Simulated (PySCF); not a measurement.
**methyl 2-butynoate: full NMR table**

```yaml
Formula: C5H6O2
SMILES: CC#CC(=O)OC
Point_group_of_the_computed_structure: C1
Degrees_of_unsaturation: 3
Carbon_signals: 5
Proton_signals: 2
```

Numbering as in the mapped SMILES `[CH3:1][C:2]#[C:3][C:4](=[O:5])[O:6][CH3:7]`. Hydrogens are named by the atom that carries them.

- HF/pcSseg-2 with gauge-including orbitals
- J couplings at B3LYP/pcJ-1 (without the spin–dipole term)
- geometry: PBE0-D3(BJ)/def2-SVP
- program: PySCF
- one computed conformer, one averaged value for each set of equivalent atoms, no relativistic terms, gas phase

Referencing at the same level of theory: $^{1}$H (σ = 31.68 ppm), $^{13}$C (σ = 191.47 ppm) vs TMS; $^{17}$O (σ = 326.33 ppm) against H2O.

```tsv
carbon	δC, type	δH (multiplicity, J in Hz)	HMBC from (abs. J ≥ 3 Hz)	span of the C tensor (ppm)
C1	3.4, CH3	1.97 (s)	–	17
C2	94.2, C	–	H(C1)	244
C3	75.3, C	–	H(C1)	265
C4	164.6, C	–	H(C7)	174
C7	50.4, CH3	3.49 (s)	–	66
```

Other nuclei:
```csv
atoms,nucleus,environment,δ (ppm),σ (ppm)
O5,$^{17}$O,ester carbonyl oxygen,427.3,-101.0
O6,$^{17}$O,ester alkoxy oxygen,147.6,178.7
```

Selected couplings (Hz, signed; the shortest-range and largest first, 30 at most; isotopes $^{13}$C, $^{1}$H): $^{1}J$(C2,C3) 203.3, $^{1}J$(C7,H(C7)) 152.3, $^{1}J$(C1,H(C1)) 139.2, $^{1}J$(C3,C4) 138.7, $^{1}J$(C1,C2) 76.1, $^{2}J$(C2,C4) 20.7, $^{2}J$(C1,C3) 12.2, $^{2}J$(C4,C7) -2.0, $^{3}J$(C3,C7) 2.7, $^{3}J$(C1,C4) 2.1.

- Carbon types of the structure: 3 × C, 2 × CH3, which accounts for all hydrogens.
- δC 164.6: ester carbonyl carbon; lone-pair donation from the attached heteroatom keeps it upfield of a ketone carbonyl.
- δC 94.2, 75.3: alkyne carbon; sp carbons lie upfield of alkene carbons because the cylindrical π system leaves one tensor component strongly shielded.
- δC 50.4: methyl carbon bonded to O; the inductive effect lowers its shielding.
- δC 3.4: propargylic methyl carbon; aliphatic region, no heteroatom directly attached.
- δH 3.49: hydrogen on a methyl carbon bonded to O; its carbon carries O, an electronegative neighbour.

Shifts are as computed, not scaled to solution data. Of 1211 compounds with measured shifts, 218 miss one by over three times the rms of a fit or turn the order of signals round; such compounds aren't used in these exercises. Unscaled 17O shifts of doubly bonded oxygen tend to come out too high, by tens of ppm or more. Experimental scales use liquid or dissolved standards, which lie at an offset from isolated H2O (liquid H2O: subtract about 36 ppm).
